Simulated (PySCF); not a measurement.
Magnetic susceptibility: SMILES C1OCOC(CO)(F)O1, C₄H₇FO₄

Molfile (atoms numbered from 1):
```
C4H7FO4
     RDKit          3D

 16 16  0  0  0  0  0  0  0  0999 V2000
    2.7823   -0.2960    0.5475 O   0  0  0  0  0  0  0  0  0  0  0  0
    1.7316   -1.0418    0.0238 C   0  0  0  0  0  0  0  0  0  0  0  0
    0.3675   -0.3764    0.2556 C   0  0  0  0  0  0  0  0  0  0  0  0
    0.0615   -0.4072    1.6187 F   0  0  0  0  0  0  0  0  0  0  0  0
    0.4439    0.9492   -0.1184 O   0  0  0  0  0  0  0  0  0  0  0  0
   -0.8198    1.5820   -0.0853 C   0  0  0  0  0  0  0  0  0  0  0  0
   -1.7570    0.8819   -0.8429 O   0  0  0  0  0  0  0  0  0  0  0  0
   -1.8583   -0.4284   -0.3760 C   0  0  0  0  0  0  0  0  0  0  0  0
   -0.6045   -1.0842   -0.4071 O   0  0  0  0  0  0  0  0  0  0  0  0
    2.6959    0.6171    0.2453 H   0  0  0  0  0  0  0  0  0  0  0  0
    1.7302   -2.0108    0.5251 H   0  0  0  0  0  0  0  0  0  0  0  0
    1.8253   -1.1907   -1.0606 H   0  0  0  0  0  0  0  0  0  0  0  0
   -0.6867    2.5637   -0.5403 H   0  0  0  0  0  0  0  0  0  0  0  0
   -1.1536    1.6732    0.9635 H   0  0  0  0  0  0  0  0  0  0  0  0
   -2.2554   -0.4457    0.6544 H   0  0  0  0  0  0  0  0  0  0  0  0
   -2.5103   -0.9770   -1.0557 H   0  0  0  0  0  0  0  0  0  0  0  0
  1  2  1  0
  2  3  1  0
  3  4  1  0
  3  5  1  0
  5  6  1  0
  6  7  1  0
  7  8  1  0
  8  9  1  0
  9  3  1  0
  1 10  1  0
  2 11  1  0
  2 12  1  0
  6 13  1  0
  6 14  1  0
  8 15  1  0
  8 16  1  0
M  END
```

Theory: PySCF 2.14.0, GIAO PBE/pcSseg-1 magnetisability, rotational g tensor and spin-rotation constants, non-relativistic, gas phase. Geometry: GFN2-xTB.

Problem. How diamagnetic is it, and how anisotropic?

Solution. Isotropic -1114 × 10⁻³⁰ J/T², or -67.1 × 10⁻⁶ cm³/mol; principal values -1196, -1120, -1027 × 10⁻³⁰ J/T², anisotropy 146 × 10⁻³⁰ J/T² (root of half the summed squared differences of the principal values). The susceptibility is in cgs units.

Problem. Split it along the inertial axes a, b, c into diamagnetic and paramagnetic parts about the centre of mass, with the quadrupole moment.

Solution. 
```csv
axis,χ (10⁻⁶ cm³/mol),diamagnetic (10⁻⁶ cm³/mol),paramagnetic (10⁻⁶ cm³/mol),summed x² of all electrons (Å²),quadrupole Θ (D Å)
a,-70.5,-457.3,386.8,189.0,-5.84
b,-68.6,-978.0,909.4,66.3,+8.02
c,-62.3,-1083.3,1021.0,41.5,-2.18
```
Anisotropies 2χaa − χbb − χcc = -10.1 and 2χbb − χaa − χcc = -4.4 × 10⁻⁶ cm³/mol. Θ is traceless in Buckingham's convention.

Problem. And the rotational g tensor?

Solution. 
```tsv
axis	rotational constant (GHz)	g	nuclear part	electronic part
a	3.2586	-0.0282	0.5640	-0.5922
b	1.3136	-0.0175	0.5437	-0.5612
c	1.1831	-0.0160	0.5515	-0.5675
```
Asymmetric top; isotopes 12C, 19F, 1H, 16O; no vibrational averaging.
